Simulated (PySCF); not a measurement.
## C5H8NO2: g tensor and hyperfine couplings

Species: C₅H₈NO₂ (doublet state).
SMILES with atom numbers: `[NH:1][C:2](=[O:3])[C@@H:4]1[CH2:5][CH2:6][O:7][CH2:8]1` (hydrogens: H9 on N1; H10 on C4; H11, H12 on C5; H13, H14 on C6; H15, H16 on C8)

Structure used (GFN2-xTB), in Å, numbered top down from 1:
```xyz
16
C5H8NO2 angstrom
N      1.9913   -0.4757    0.9144
C      1.5347    0.5147    0.1989
O      2.0616    1.6243    0.1842
C      0.2732    0.1465   -0.6025
C     -0.9336    0.9647   -0.1255
C     -1.5376    0.0366    0.9302
O     -1.2956   -1.2779    0.4645
C     -0.0946   -1.2842   -0.2318
H      2.8163   -0.3118    1.4780
H      0.4889    0.2890   -1.6611
H     -1.6367    1.1217   -0.9443
H     -0.6400    1.9289    0.2831
H     -2.6141    0.1500    1.0605
H     -1.0389    0.1770    1.8992
H     -0.1487   -2.0051   -1.0482
H      0.7663   -1.5899    0.4564
```

The hyperfine couplings belong to this conformer and change with its torsions.

The calculation used UKS B3LYP, pcH-1 on C H N O, non-relativistic, mean-field spin-orbit, GIAO in PySCF 2.14.0. The structure is a single GFN2-xTB conformer in the gas phase; no vibrational or solvent corrections. Couplings are sensitive to structure, and on GFN2-xTB geometries they can be far from those on DFT ones. No stability test was run, so a lower SCF solution isn't excluded.

* g1, g2, g3: 2.00156, 2.00635, 2.01166
* g_iso: 2.00653
* Form of g: rhombic: the two nearest values differ by 47 % of g3 − g1
* ⟨S²⟩: 0.7556 (exact 0.7500)
* α and β electrons: 31, 30
* HOMO–LUMO gap, α and β orbitals: 7.49, 2.41 eV

Isotropic coupling and dipolar principal values T1 to T3, in MHz; ρ(0) is the spin density at the nucleus:

| atom | isotope | a_iso | T1 | T2 | T3 | Mulliken spin population | ρ(0) (bohr⁻³) |
| --- | --- | --- | --- | --- | --- | --- | --- |
| N1 | 14N | 57.6 | -24.2 | -22.0 | 46.2 | 0.48 | 0.1782 |
| C2 | 13C | -32.6 | -11.5 | 0.5 | 11.0 | -0.05 | -0.0290 |
| O3 | 17O | -21.2 | -108.0 | 53.6 | 54.4 | 0.33 | 0.0350 |
| C4 | 13C | 0.8 | -2.0 | -0.6 | 2.6 | 0.00 | 0.0008 |
| C5 | 13C | -0.3 | -0.3 | -0.1 | 0.5 | 0.00 | -0.0002 |
| C6 | 13C | -3.8 | -0.9 | 0.3 | 0.7 | -0.01 | -0.0034 |
| O7 | 17O | -9.2 | -34.9 | 17.1 | 17.8 | 0.09 | 0.0152 |
| C8 | 13C | 44.3 | -14.3 | -13.5 | 27.8 | 0.10 | 0.0394 |
| H9 | 1H | 35.8 | -27.4 | -11.1 | 38.5 | 0.00 | 0.0080 |
| H10 | 1H | 2.1 | -2.6 | 0.1 | 2.5 | 0.00 | 0.0005 |
| H11 | 1H | -0.8 | -1.2 | -0.4 | 1.6 | 0.00 | -0.0002 |
| H12 | 1H | -0.7 | -2.4 | -0.4 | 2.9 | 0.00 | -0.0002 |
| H13 | 1H | 8.2 | -1.5 | -0.9 | 2.4 | 0.00 | 0.0018 |
| H14 | 1H | 20.0 | -1.9 | -0.4 | 2.3 | 0.01 | 0.0045 |
| H15 | 1H | 55.1 | -5.7 | -2.7 | 8.4 | 0.02 | 0.0123 |
| H16 | 1H | 105.0 | -23.4 | -11.4 | 34.8 | 0.01 | 0.0235 |

The Mulliken spin populations are largest on N1 (+0.48), O3 (+0.33), C8 (+0.10) and O7 (+0.09).

The SMILES `[NH]C(=O)[C@@H]1CCOC1` draws the unpaired electron on N1, whose computed spin population is only +0.48.

Axes: g1 points within 10° of the N1–H9 bond.

Under fast tumbling the dipolar parts average out, and these isotropic splittings remain (the largest six): 1 × 1H (H16, I = 1/2, 2 lines) with 3.74 mT, 1 × 14N (N1, I = 1, 3 lines) with 2.05 mT, 1 × 1H (H15, I = 1/2, 2 lines) with 1.96 mT, 1 × 1H (H9, I = 1/2, 2 lines) with 1.27 mT, 1 × 1H (H14, I = 1/2, 2 lines) with 0.71 mT and 1 × 1H (H13, I = 1/2, 2 lines) with 0.29 mT.

The 17O coupling of O3 (-21.2 MHz) shows only in satellite lines or after enrichment, since that isotope makes up about 0.038 % of natural oxygen.

The 13C coupling of C8 (44.3 MHz) shows only in satellite lines or after enrichment, since that isotope makes up about 1.07 % of natural carbon.
